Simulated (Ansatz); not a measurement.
Consider the cleavage of the Si–Ge bond: `[SiH3][GeH2][SiH2][GeH2][GeH3]` + `OB1N[SiH2]1` → `[SiH3]OB1N[SiH2]1` + `[GeH3][SiH2][GeH2][GeH3]`.

Program: Ansatz. Geometries: PBE0-D4/def2-TZVP. ΔE: electronic, gas phase. CBS: MP2 limit from def2 TZ/QZ plus the TZ coupled-cluster correction, frozen cores. Functionals use def2-TZVPP. B3LYP here is the variant with VWN-RPA as its local correlation; programs differ in this. For Ge outer-core shells are correlated without core-valence functions, which leaves a few kJ/mol of doubt a bond. Scalar relativity is left out up to krypton. One conformer a species, not always the lowest.

| level | ΔE (kcal/mol) |
| --- | --- |
| PBE0-D4 | -13.4 |
| PBE | -13.0 |
| r2SCAN | -16.5 |
| B3LYP | -18.9 |
| HF/def2-QZVPP | -25.3 |
| SCS-MP2/def2-QZVPP | -19.6 |
| HF/CBS(def2) | -25.4 |
| MP2/CBS(def2) | -17.4 |

(1) What does CCSD(T)/CBS give? (An estimate is asked.)

Largest T1 diagnostic among the species: 0.013.

## Answers

(1) Ansatz gave: -16.8 kcal/mol. The listed levels differ from it by 3.4, 3.8, 0.3, -2.1, -8.5, -2.8, -8.6, -0.6 kcal/mol.

The D4 term adds +1.8 kcal/mol with B3LYP and +1.1 kcal/mol with PBE0; it sums over pairs of atoms, weighted by their polarisabilities, and B3LYP, whose exchange is more repulsive, gets the larger term. In def2-TZVPP, CCSD(T) changes the Hartree–Fock value by +7.5 kcal/mol (the triples alone add +0.9 kcal/mol) and MP2 by +7.0 kcal/mol. From PBE to PBE0 (25 % exact exchange), in def2-TZVPP and without D4, ΔE moves by −1.4 kcal/mol.
